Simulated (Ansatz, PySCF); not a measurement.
Stretching the Si1–F3 bond in FHSi (SMILES F[SiH]) (multiplicity 1 held, fragments rigid). Energies count from the point at 1.620 Å.
Geometry at that point (charge 0, multiplicity 1):
```xyz
3

Si    -0.2073    -0.3454     0.4496
H     -1.0031    -1.1949    -0.5558
F      0.4339     0.6700    -0.6376
```

Restricted levels (R-, RO-) in cc, def2 and unpolarised 6-31G sets keep to the state of the molecule at rest.

Rows in 3-21G, 6-31G* carry no dispersion term and start afresh at each structure (6-31G* with six Cartesian d functions). MP2/6-31G* freezes PySCF's default core.

Codes used: Ansatz (Gaussian orbitals); PySCF for 3-21G rows, 6-31G* rows. 

Q: One of these levels gives 212.56 kcal/mol for the energy at R = 5.184 Å. Name it.
(A) R-PBE/cc-pV(T+d)Z
(B) R-HF/3-21G
(C) R-MP2/6-31G*

A: B, R-HF/3-21G. The others give 139.55 (R-PBE/cc-pV(T+d)Z), 171.27 (R-MP2/6-31G*)

Doubts at one or more of the structures used: a restricted determinant that unrestricted orbitals would lower (R-HF/3-21G, R-PBE/cc-pV(T+d)Z, R-MP2/6-31G*).

Ansatz is an electronic-structure program.
